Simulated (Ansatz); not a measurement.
C$_{6}$H$_{15}$FO$_{3}$Ti (`CC[O][Ti]([F])([O]CC)[O]CC`). The species carries charge 0 and has multiplicity 1. Geometry: relaxed with PBE0-D4/def2-TZVP. It is one conformer, not always the lowest.

```xyz
26

C     2.232   -1.014    1.069
C     2.111   -1.608   -0.318
O     1.427   -0.765   -1.195
Ti    0.491    0.705   -1.529
F     0.991    1.419   -3.086
O     0.759    1.859   -0.207
C     0.365    2.462    0.989
C    -1.013    2.018    1.428
O    -1.232    0.281   -1.570
C    -2.289   -0.578   -1.264
C    -1.815   -1.867   -0.629
H     2.756   -0.057    1.034
H     1.244   -0.848    1.507
H     2.787   -1.691    1.723
H     3.106   -1.805   -0.734
H     1.581   -2.568   -0.275
H     0.387    3.549    0.850
H     1.106    2.218    1.760
H    -1.036    0.940    1.605
H    -1.756    2.255    0.664
H    -1.296    2.522    2.355
H    -2.978   -0.053   -0.590
H    -2.839   -0.790   -2.189
H    -1.297   -1.667    0.313
H    -2.665   -2.521   -0.420
H    -1.127   -2.393   -1.293
```

**Question.** What is the dipole moment at ωB97M-V/def2-TZVPP? (Best estimate.)

**Answer.** The calculation gave: 4.28 D, with components (-1.20, -1.72, 3.73) D in this frame, pointing from negative to positive charge.

**Question.** And with PBE, r2SCAN, B3LYP? (Best estimate.)

**Answer.** Ansatz gave: PBE 4.25 D, r2SCAN 4.32 D, B3LYP 4.37 D.

**Question.** Give the Mulliken charges with ωB97M-V, B3LYP, r2SCAN in def2-TZVPP. (An estimate is asked.)

**Answer.** The calculation gave: 
| atom | ωB97M-V | B3LYP | r2SCAN |
| --- | --- | --- | --- |
| C1 | -0.30 | -0.23 | -0.12 |
| C2 | -0.05 | 0.02 | 0.10 |
| O3 | -0.41 | -0.45 | -0.43 |
| Ti4 | 1.07 | 1.18 | 1.10 |
| F5 | -0.37 | -0.39 | -0.38 |
| O6 | -0.41 | -0.45 | -0.43 |
| C7 | -0.05 | 0.02 | 0.10 |
| C8 | -0.30 | -0.23 | -0.12 |
| O9 | -0.41 | -0.45 | -0.43 |
| C10 | -0.05 | 0.02 | 0.10 |
| C11 | -0.30 | -0.23 | -0.12 |
| H12 | 0.11 | 0.09 | 0.05 |
| H13 | 0.09 | 0.07 | 0.03 |
| H14 | 0.11 | 0.09 | 0.05 |
| H15 | 0.11 | 0.09 | 0.04 |
| H16 | 0.10 | 0.07 | 0.03 |
| H17 | 0.11 | 0.09 | 0.04 |
| H18 | 0.10 | 0.07 | 0.03 |
| H19 | 0.09 | 0.07 | 0.03 |
| H20 | 0.11 | 0.09 | 0.05 |
| H21 | 0.11 | 0.09 | 0.05 |
| H22 | 0.10 | 0.07 | 0.03 |
| H23 | 0.11 | 0.09 | 0.04 |
| H24 | 0.09 | 0.07 | 0.03 |
| H25 | 0.11 | 0.09 | 0.05 |
| H26 | 0.11 | 0.09 | 0.05 |

B3LYP here is the variant with VWN-RPA as its local correlation; programs differ in this.
